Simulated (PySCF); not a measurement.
## Static response to an electric field

Compound: C5H12N2Si.
SMILES with atom numbers: `[H]/[N:1]=[CH:2]\[C@@H:3]1[CH2:4][CH2:5][N:6]([SiH3:7])[CH2:8]1` (hydrogens: H9 on N1; H10 on C2; H11 on C3; H12, H13 on C4; H14, H15 on C5; H16, H17, H18 on Si7; H19, H20 on C8)

Geometry (PBE0-D3(BJ)/def2-SVP, Å), atoms numbered from 1 in this order:
```
atom  x, y, z in Å
N1    -2.668    2.335    1.134
C2    -1.665    1.564    1.093
C3    -0.903    1.089   -0.112
C4    -0.833   -0.454   -0.182
C5     0.582   -0.786    0.281
N6     1.356    0.321   -0.238
Si7    3.061    0.286   -0.548
C8     0.585    1.531   -0.051
H9    -2.922    2.626    0.181
H10   -1.285    1.180    2.060
H11   -1.392    1.496   -1.011
H12   -0.965   -0.780   -1.224
H13   -1.613   -0.941    0.423
H14    0.621   -0.850    1.390
H15    0.949   -1.747   -0.112
H16    3.936    0.495    0.656
H17    3.392   -1.053   -1.122
H18    3.369    1.379   -1.520
H19    0.824    2.277   -0.826
H20    0.782    2.015    0.929
```

Level: wB97X-D/def2-SVPD (PySCF), static field, nuclei fixed, core orbitals frozen in the response. The polarisability tensor in these axes (au):

```
x   117.43 -11.34  -6.67
y   -11.34  96.63   1.29
z    -6.67   1.29  86.97
```

Q: What are the eigenvalues, a third of the trace, and Δα (Δα² = ½Σ(αi − αj)² over the three pairs)?

A: Principal values 85.43, 91.99 and 123.61 au; mean 100.34 au = 14.87 Å³ = 16.54 × 10⁻⁴⁰ C²·m²/J; Δα = 35.36 au (35 % of the mean).

Q: What is the dipole moment, and where does it point?

A: (0.83, -1.25, -1.45) D, 2.09 D in size, pointing from the negative to the positive side. Measured along this direction, the outermost atoms are N1 at the negative end and H17 at the positive end.

Q: What would n − 1 = 2πNα be for an ideal gas of these molecules at 298.15 K and 1 atm, electronic part alone?

A: N = p/kT = 2.4615 × 10¹⁹ cm⁻³, so n − 1 = 2π × N × 14.87 × 10⁻²⁴ cm³ = 2300 × 10⁻⁶ at long wavelengths, for an ideal gas.

Q: Sum over states: ᾱ = Σ f/ω², ω in Eh. What share falls to these 10 lowest TDDFT singlets (eV, f)? 5.42, 0.0017; 5.94, 0.0102; 6.39, 0.0045; 6.84, 0.0060; 6.94, 0.0303; 7.10, 0.0510; 7.54, 0.0012; 7.59, 0.0443; 7.71, 0.0422; 7.75, 0.0168.

A: They add up to 2.97 au, 3.0 % of the 100.34 au; the largest single term is 0.75 au, from the state at 7.10 eV. Terms in order: 0.04, 0.21, 0.08, 0.10, 0.47, 0.75, 0.02, 0.57, 0.53, 0.21 au. Higher excitations give the rest. The strengths listed sum to 0.208.

Q: Along which axes do the principal values lie, and how far do the nuclei extend along each?

A: Largest value along (0.90, -0.39, -0.18), where the nuclei span 7.37 Å; middle along (0.35, 0.91, -0.23), 4.28 Å; least along (0.25, 0.14, 0.96), 3.35 Å. The response follows the extents in order.

The structure is a single PBE0-D3(BJ)/def2-SVP conformer in the gas phase; no vibrational or solvent corrections.

These values come from a run that also computed excited states and ΔSCF ions. On one thread of an Arm Neoverse N1, no GPU, on a shared host, this took 8.5 min and 1.2 GiB of memory at its peak.

Note: wB97X-D ran without an empirical dispersion term, which enters the total energy and its gradient alone.
